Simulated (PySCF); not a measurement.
## DyP at PBE0

Level: PBE0. basis Dy x2c-SVPall, P x2c-SVPall; spin-free X2C with a Gaussian nucleus; PySCF 2.14.

```json
{"state": "sextet, about 9.1 electrons in the 4f shell (Mulliken), real f orbitals that mix terms", "bond length": "2.318 Å", "harmonic wavenumber": "434 cm⁻¹", "force constant": "2.89 mdyn/Å", "rotational constant Be": "0.1204 cm⁻¹", "anharmonicity ωexe": "1.17 cm⁻¹", "vibration–rotation constant αe": "0.000385 cm⁻¹", "well depth De to Dy (4f10 6s2) + P": "1.68 eV", "dissociation energy D0": "1.65 eV", "bond order (Mayer)": "3.02", "dipole moment (positive dipole means Dy(−)P(+))": "-6.33 D"}
```

Spin–orbit coupling is left out, which matters for elements this heavy, above all for dissociation energies. With d or f electrons several states lie close, and the lowest PBE0 determinant need not be the measured ground state.
